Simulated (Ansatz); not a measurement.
Cost and result up the ladder for (H2Ga-mu-H)2 (Ga₂H₆) (8 atoms). Charge 0, multiplicity 1. Geometry: PBE0-D4/def2-TZVP.

Cartesian coordinates in Å:
```
Ga -0.825 0.821 -0.564
H -0.811 2.258 0.028
H -1.672 0.215 -1.718
H 0.837 0.306 -0.781
Ga 0.825 -0.821 0.564
H 0.822 -2.262 -0.017
H 1.665 -0.201 1.716
H -0.841 -0.315 0.773
```

Ansatz on 4 threads of Arm Neoverse V2 on a shared host. Times are rough, and most runs start from the orbitals of an earlier one. r2SCAN0-D4/def2-TZVP serves as the yardstick here, not as an exact answer. Differences are given only for rows in sets of like size (and for xTB, whose basis is part of the method), since another set adds its own error. Binding counts from free atoms at the same level (Ga doublet, H doublet; other spins of the atoms weren't run), without zero-point energy or a counterpoise term.

The 6-31G sets use Cartesian d functions. LC-ωPBE has ω = 0.4 bohr⁻¹. B3LYP takes the VWN-RPA correlation. HSE06 is defined as in plane-wave codes, on full-range PBE exchange. Correlated methods freeze 18 core orbitals; core or outer-core shells of Ga are correlated, in sets that lack core-valence functions.

Correlated methods converge slowly with the basis.

```json
{"level": "PBE-D4/def2-SVP", "functions": "94", "binding energy per atom (eV)": "2.23", "difference from r2SCAN0-D4/def2-TZVP (eV)": "–"}
{"level": "MP2/def2-TZVP", "functions": "132", "binding energy per atom (eV)": "2.18", "difference from r2SCAN0-D4/def2-TZVP (eV)": "-0.13"}
{"level": "PBE-D4/def2-TZVP (with forces)", "functions": "132", "binding energy per atom (eV)": "2.23", "difference from r2SCAN0-D4/def2-TZVP (eV)": "-0.08"}
{"level": "HF/6-31G", "functions": "70", "binding energy per atom (eV)": "1.64", "difference from r2SCAN0-D4/def2-TZVP (eV)": "–"}
{"level": "r2SCAN0-D4/def2-TZVP", "functions": "132", "binding energy per atom (eV)": "2.31", "difference from r2SCAN0-D4/def2-TZVP (eV)": "0.00"}
{"level": "CCSD(T)/def2-TZVPP", "functions": "180", "binding energy per atom (eV)": "2.32", "difference from r2SCAN0-D4/def2-TZVP (eV)": "0.01"}
{"level": "LC-ωPBE/def2-TZVP", "functions": "132", "binding energy per atom (eV)": "2.29", "difference from r2SCAN0-D4/def2-TZVP (eV)": "-0.02"}
{"level": "PBE0-D4/def2-TZVP", "functions": "132", "binding energy per atom (eV)": "2.25", "difference from r2SCAN0-D4/def2-TZVP (eV)": "-0.06"}
{"level": "HSE06-D4/def2-TZVP", "functions": "132", "binding energy per atom (eV)": "2.25", "difference from r2SCAN0-D4/def2-TZVP (eV)": "-0.06"}
{"level": "B3LYP-D4/6-31G", "functions": "70", "binding energy per atom (eV)": "2.27", "difference from r2SCAN0-D4/def2-TZVP (eV)": "–"}
{"level": "BHLYP-D4/def2-TZVP", "functions": "132", "binding energy per atom (eV)": "2.27", "difference from r2SCAN0-D4/def2-TZVP (eV)": "-0.04"}
{"level": "PBE0-D4/def2-SVP", "functions": "94", "binding energy per atom (eV)": "2.25", "difference from r2SCAN0-D4/def2-TZVP (eV)": "–"}
{"level": "LDA (SPW92)/def2-TZVP", "functions": "132", "binding energy per atom (eV)": "2.56", "difference from r2SCAN0-D4/def2-TZVP (eV)": "0.24"}
{"level": "r2SCAN-D4/def2-TZVP", "functions": "132", "binding energy per atom (eV)": "2.32", "difference from r2SCAN0-D4/def2-TZVP (eV)": "0.01"}
```

(1) Estimate how long each takes.

## Answers

(1) HF/6-31G 0.35 s; LDA (SPW92)/def2-TZVP 0.5 s; PBE-D4/def2-SVP 0.55 s; B3LYP-D4/6-31G 0.65 s; MP2/def2-TZVP 0.7 s; PBE0-D4/def2-SVP 0.8 s; LC-ωPBE/def2-TZVP 0.9 s; PBE-D4/def2-TZVP (with forces) 0.95 s; PBE0-D4/def2-TZVP 1 s; HSE06-D4/def2-TZVP 1.1 s; BHLYP-D4/def2-TZVP 1.1 s; r2SCAN-D4/def2-TZVP 1.6 s; r2SCAN0-D4/def2-TZVP 1.8 s; CCSD(T)/def2-TZVPP 25 s. On shared hardware such times vary by a factor of up to 3.
